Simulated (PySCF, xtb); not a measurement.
C4H9FSi, SMILES FC1(CCC1)[SiH3].

Harmonic wavenumbers (cm⁻¹) from GFN2-xTB in xtb at its own minimum, in rising order: 101, 103, 207, 213, 350, 383, 514, 548, 561, 695, 762, 766, 777, 826, 832, 918, 1013, 1027, 1030, 1084, 1118, 1162, 1182, 1212, 1237, 1256, 1260, 1467, 1470, 1489, 2266, 2295, 2300, 2995, 2999, 3008, 3014, 3020, 3022.

Task: What does PBE-D3(BJ)/def2-SVP (PySCF) give at its own minimum? (An estimate is asked for; the answer gives what the named calculation found.)

Result: 139, 155, 185, 213, 341, 369, 523, 581, 615, 652, 775, 780, 874, 896, 906, 907, 923, 952, 988, 1043, 1093, 1128, 1152, 1191, 1211, 1223, 1231, 1390, 1406, 1430, 2155, 2176, 2185, 2987, 2991, 3009, 3050, 3052, 3073. Paired by order, the mean absolute difference is 43 cm⁻¹ and the zero-point energies are 72.2 and 71.4 kcal/mol.
